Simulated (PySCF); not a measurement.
**Field gradients at the hydrogen positions**

Compound: C₄H₄F₄.
Geometry (GFN2-xTB, Å), atoms numbered from 1 in this order:
```xyz
12
C4H4F4 angstrom
F      3.038    0.494    0.529
C      1.850   -0.110    0.582
C      0.921    0.040   -0.351
F      1.127    0.843   -1.415
C     -0.429   -0.601   -0.345
C     -1.509    0.432   -0.016
F     -1.390    0.841    1.268
F     -2.736   -0.125   -0.127
H      1.725   -0.732    1.454
H     -0.472   -1.399    0.395
H     -0.649   -1.006   -1.336
H     -1.477    1.322   -0.663
```

Level: PBE0/pcSseg-1 (PySCF, non-relativistic); Q(2H) = 0.00286 b; rigid geometry, the same for H and D, with no vibrational averaging.

Task: Rank these positions by the coupling χzz of a deuteron there, largest first.
A. H12 (methine hydrogen)
B. H11 (methylene hydrogen)
C. H10 (methylene hydrogen)
D. H9 (vinylic hydrogen)

Result: D (216 kHz), C (203 kHz), B (199 kHz), A (178 kHz).

Task: Tabulate Vzz, the asymmetry η and χzz = 234.96 MHz × Q × Vzz for every hydrogen position.

Result: 
```json
{"atom": "H9", "bonded to": "C2", "bond length (Å)": "1.078", "Vzz (au)": "0.3217", "η": "0.14", "χzz (kHz)": "216"}
{"atom": "H10", "bonded to": "C5", "bond length (Å)": "1.090", "Vzz (au)": "0.3025", "η": "0.04", "χzz (kHz)": "203"}
{"atom": "H11", "bonded to": "C5", "bond length (Å)": "1.093", "Vzz (au)": "0.2962", "η": "0.02", "χzz (kHz)": "199"}
{"atom": "H12", "bonded to": "C6", "bond length (Å)": "1.101", "Vzz (au)": "0.2653", "η": "0.03", "χzz (kHz)": "178"}
```

Task: Give the 2H NMR doublet splittings at H10 for a magnetic field along the z, y and x axes of the gradient: 3χ/2, 3χ(1 + η)/4, 3χ(1 − η)/4.

Result: With |χ| = 203.3 kHz and η = 0.038: 305, 158 and 147 kHz, to first order and without motion.

Isolated species at its GFN2-xTB geometry (one conformer only). GFN2-xTB bond lengths can be off by several hundredths of an ångström, more for odd bonds, and the gradients follow them. With so small a basis the couplings can be 20 % off.
